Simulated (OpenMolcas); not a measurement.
Ir⁵⁺: effect of correlating more closed shells

| Property | Result |
| --- | --- |
| Program | OpenMolcas 26.06 |
| Basis | ANO-RCC-VTZP [8s7p5d3f1g] |
| Scalar Hamiltonian | DKH2, point nucleus |
| Active space | 4 electrons in 5 orbitals (5d) |
| State averaging | 2S+1 = 5 even, 5 roots; 2S+1 = 3 even, 45 roots; 2S+1 = 1 even, 50 roots |
| Spin-orbit coupling | RASSI with atomic mean-field integrals over the reference wave functions, term energies averaged over their components |

Methods on the same reference wave functions:
A. CASSCF
B. MS-CASPT2, IPEA 0.25 Eh, imaginary shift 0.1 Eh (closed shells correlated: none)
C. MS-CASPT2, IPEA 0.25 Eh, imaginary shift 0.1 Eh (closed shells correlated: 5s 5p)
D. MS-CASPT2, IPEA 0.25 Eh, imaginary shift 0.1 Eh (closed shells correlated: 4f 5s 5p)

Energies in cm⁻¹ above 5d⁴ ⁵D₀.

```
            Level       A       B       C       D
   5d⁴ ⁵D₀ [58 %]     0.0     0.0     0.0     0.0
          5d⁴ ⁵D₁    5211    6140    6020    5980
          5d⁴ ⁵D₂    9901   11180   10940   10890
          5d⁴ ⁵D₃   13640   14830   14520   14480
   5d⁴ ⁵D₄ [60 %]   16204   16910   16540   16530
   5d⁴ ³H₄ [54 %]   25796   26090   25200   25270
   5d⁴ ³G₃ [60 %]   30965   30200   29330   29410
          5d⁴ ³H₅   32085   32420   31280   31370
5d⁴ ³F₂(1) [62 %]   32313   30320   29960   30070
5d⁴ ³P₁(1) [73 %]   33023   30960   30930   31000
   5d⁴ ³H₆ [72 %]   34820   35270   34020   34130
   5d⁴ ³G₄ [55 %]   38262   37950   36860   36960
          5d⁴ ³G₅   47195   47030   45840   45930
   5d⁴ ¹I₆ [72 %]   49451   49700   48240   48390
          5d⁴ ³D₁   50179   48400   47280   47360
5d⁴ ¹S₀(1) [72 %]   57430   54500   53900   54050
   5d⁴ ¹F₃ [59 %]   60996   57830   56560   56700
5d⁴ ³P₂(2) [56 %]   65334   60470   60000   60130
       5d⁴ ³F₃(2)   72425   68300   67420   67550
       5d⁴ ³P₁(2)   73609   68580   67770   67870
       5d⁴ ³P₀(2)   77367   72360   71440   71560
5d⁴ ¹G₄(2) [73 %]   77537   72970   71950   72130
       5d⁴ ¹D₂(2)   95422   88470   86920   87130
       5d⁴ ¹S₀(2)  119542  108890  108650  108900
```

Among B to D the level of the table that moves most is 5d⁴ ¹D₂(2), by 1500 cm-1 (lowest in C, highest in B). Moves below CASPT2's spread within the term are not significant.

From A to B the spin-free energies of the other terms of 5d⁴ shown, above ⁵D, scale by factors of 0.80 to 0.95, as is usual when dynamic correlation screens the repulsion within a d or f shell.

The lowest spin-free term lies below A's lowest term by 0.032 hartree in B, 0.260 hartree in C, 0.462 hartree in D.

What an inner shell adds also hangs on whether the basis holds functions to correlate it.

CASPT2 breaks the degeneracy within a term, and the mean is taken; among the terms shown or strongly mixed into the levels shown the widest spread is 1200 cm-1 (5d⁴ ¹I, D). Without dynamic correlation excited terms often stand tens of per cent too high (terms of higher spin than the ground term too low), and those without a measured partner can miss by more than the paired ones (holds for A). The CASPT2 spread within a term exceeds the gap to the next term for 5d⁴ ³D and 5d⁴ ¹I, so the order of their levels is uncertain (holds for C; D). Levels of configurations outside the active space are missing. The table leaves out levels that lie high or whose names do not pair safely across all columns.

A share in square brackets marks a mixed level and gives the weight of the term that names it, the lowest over the columns. A number in round brackets counts repeated terms of one configuration in the order of the reference energies.
